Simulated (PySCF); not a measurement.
C7H7FOS.
Cartesian coordinates in Å at the GFN2-xTB level; atoms count from 1:
```xyz
17
C7H7FOS angstrom
C     -1.1942   -1.7348    0.1683
C     -0.2664   -0.5708    0.0536
C      1.1317   -0.6681    0.0460
C      1.7599    0.5523   -0.0723
C      3.1633    0.8414   -0.1141
O      3.7309    1.8789   -0.2155
F      3.9030   -0.3173   -0.0138
S      0.6106    1.8473   -0.1762
C     -0.6971    0.7333   -0.0586
C     -2.1071    1.1990   -0.0819
H     -0.6318   -2.6608    0.2396
H     -1.8219   -1.6369    1.0531
H     -1.8488   -1.7873   -0.7006
H      1.6738   -1.5937    0.1245
H     -2.1537    2.2808   -0.1656
H     -2.6216    0.8926    0.8289
H     -2.6374    0.7561   -0.9253
```

Probes without a nucleus sit at each ring's centroid and 1 Å off its mean plane on both sides; NICS is minus the shielding there, NICSzz its component along the normal. Level: GIAO PBE0/pcSseg-1 (PySCF, non-relativistic, gas phase) on the GFN2-xTB geometry, one conformer.

Ring bond lengths (Å), with Mayer bond orders in brackets: C2–C3 1.402 (1.32), C3–C4 1.378 (1.43), C4–S8 1.735 (1.11), S8–C9 1.722 (1.21), C9–C2 1.378 (1.45).

Task: What do the NICS probes read (ppm)?

Result: 
| ring | type | NICS(0) | NICS(1), two faces | NICS(1)zz, two faces | rms pucker (Å) | centre to ring atoms, mean (Å) |
| --- | --- | --- | --- | --- | --- | --- |
| C2–C3–C4–S8–C9 | 5-membered ring with S; formal bonds all aromatic | -11.3 | -10.7 / -10.7 | -22.4 / -22.4 | 0.00 | 1.29 |

Task: What can be read from them?

Result: 
- C2–C3–C4–S8–C9: mean NICS(1)zz -22.4 ppm, shielded, aromatic by this magnetic criterion (flat ring, no four-coordinate atom).

Task: And the bond-length index? Use HOMA with the parameters of Krygowski (1993).

Result: 
- C2–C3–C4–S8–C9: HOMA 0.88; the largest term is that of C4–S8, α(R − Ropt)² = 0.31. The geometric and the magnetic index point the same way.

Task: What field does 7.05 T along the ring normal induce along that normal at the first NICS(1) probe listed for ring C2–C3–C4–S8–C9, 1 Å off the ring?

Result: NICSzz × B0 = -22.4 ppm × 7.05 T = -158 μT, against the applied field.

Time: 35 s wall, 31 s CPU; peak memory 0.94 GiB. Hardware: Arm Neoverse V2, one thread, shared host with 96 logical CPUs at a one-minute load of 30. This is the whole shielding run at PBE0/pcSseg-1, SCF included.
